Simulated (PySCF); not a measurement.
**HAuS: from structure and modes to constants**

Level of theory: UPBE0 in PySCF with Au def2-TZVP with ECP60, S def2-TZVP, H def2-TZVP; scalar-relativistic core potentials, no spin–orbit coupling; density-fitted integrals.

The triplet minimum has Cs symmetry. Masses (u): Au 196.96655, S 31.97207, H 1.00782.

```xyz
3
charge 0 multiplicity 3, angstrom
Au    0.2873    0.0000   -0.0907
S    -1.8309    0.0000    0.5694
H     1.8855    0.0000    0.0771
```

Harmonic wavenumbers (cm⁻¹): 348.5 (a', ×1), 358.5 (a', ×1), 2091.2 (a', ×1).

(1) Find the principal moments of inertia and the rotational constants. What kind of rotor is it?

(2) What is the harmonic zero-point energy?

(3) Find the vibrational entropy and heat capacity at 298.15 K.

(4) Give the standard entropy (298.15 K, 1 bar) by its translational, rotational, vibrational and spin parts, and Cp.

## Answers

(1) About the centre of mass I = 0.39621, 138.61, 139.01 u Å². With B = 16.8576/I this gives 42.55, 0.1216, 0.1213 cm⁻¹. The molecule is an asymmetric top with κ = -1.00.

(2) Half the sum of all 3 wavenumbers, 2798/2 = 1399 cm⁻¹, which is 16.7 kJ/mol (1 cm⁻¹ = 0.0119627 kJ/mol).

(3) With u = 1.43878 ω/T, each mode gives S = R[u/(eᵘ−1) − ln(1−e⁻ᵘ)] and C = R u² eᵘ/(eᵘ−1)².
```
ω (cm⁻¹)       u  S (J/(mol K))  C (J/(mol K))
   348.5   1.682           4.91           6.60
   358.5   1.730           4.72           6.52
  2091.2  10.091           0.00           0.04
```
The sums over all modes are S = 9.6 and C = 13.2 J/(mol K); the softest mode gives 51 % of the entropy.

(4) Sackur–Tetrode with M = 229.95 u gives 176.7; rotation with symmetry number 1 gives 85.7; vibration 9.6; spin R ln 3 = 9.1. The total is 281.1 J/(mol K), and Cp = 4 R + 13.2 = 46.4 J/(mol K).

Other isomers or separated fragments may lie lower. With open d or f shells other occupations or spin states may lie lower. Spin–orbit coupling, left out here, can matter for elements this heavy.
